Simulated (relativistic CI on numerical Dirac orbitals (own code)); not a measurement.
Radial parameters of Mo XI

Calculated at this level of theory: Dirac-Coulomb-Breit CI, orbitals from a KLI potential per configuration, model QED (radiative potential, 1s self-energy scaled to tabulated hydrogen-like ionisation energies), unscaled Slater integrals (own radial code, finite nucleus).

Slater integrals F^k, G^k are unscaled and averaged over j, outside the closed core [Ar] 3d10; ζ comes from projecting the Hamiltonian with its Breit term on Σ l·s of the shell.

- 4s2.4p2: F^2(4p,4p) = 98084, ζ(4p) = 18152 cm⁻¹; <r>(4p) = 1.069, <r^2>(4p) = 1.287 (bohr units).
- 4s.4p3: F^2(4p,4p) = 98119, G^1(4s,4p) = 129920, ζ(4p) = 18095 cm⁻¹; <r>(4s) = 1.007, <r^2>(4s) = 1.137, <r>(4p) = 1.068, <r^2>(4p) = 1.286 (bohr units).
- 4p4: F^2(4p,4p) = 97988, ζ(4p) = 18044 cm⁻¹; <r>(4p) = 1.069, <r^2>(4p) = 1.289 (bohr units).

In this model ζ of a weakly bound d, f or g electron outside closed shells comes out too small, for d by up to a factor of two or three and at times with the wrong sign; that of an outer p electron is too small as well.

Averages of the first 10 configurations, taken without configuration mixing, which lowers the lowest level and can move excited configurations by several eV; other configurations of the list can lie among them:

```json
{"Configuration": "4s2.4p2", "Parity": "even", "States": "15", "Average energy above the lowest level (eV)": "6.9"}
{"Configuration": "4s.4p3", "Parity": "odd", "States": "40", "Average energy above the lowest level (eV)": "37.6"}
{"Configuration": "4p4", "Parity": "even", "States": "15", "Average energy above the lowest level (eV)": "72.7"}
{"Configuration": "4s2.4p.4d", "Parity": "odd", "States": "60", "Average energy above the lowest level (eV)": "55.1"}
{"Configuration": "4s.4p2.4d", "Parity": "even", "States": "300", "Average energy above the lowest level (eV)": "84.0"}
{"Configuration": "4s2.4p.4f", "Parity": "even", "States": "84", "Average energy above the lowest level (eV)": "100.4"}
{"Configuration": "4s.4p2.4f", "Parity": "odd", "States": "420", "Average energy above the lowest level (eV)": "129.5"}
{"Configuration": "4p3.4d", "Parity": "odd", "States": "200", "Average energy above the lowest level (eV)": "117.3"}
{"Configuration": "4s2.4p.5s", "Parity": "odd", "States": "12", "Average energy above the lowest level (eV)": "92.4"}
{"Configuration": "4s.4p.4d2", "Parity": "odd", "States": "540", "Average energy above the lowest level (eV)": "131.8"}
```
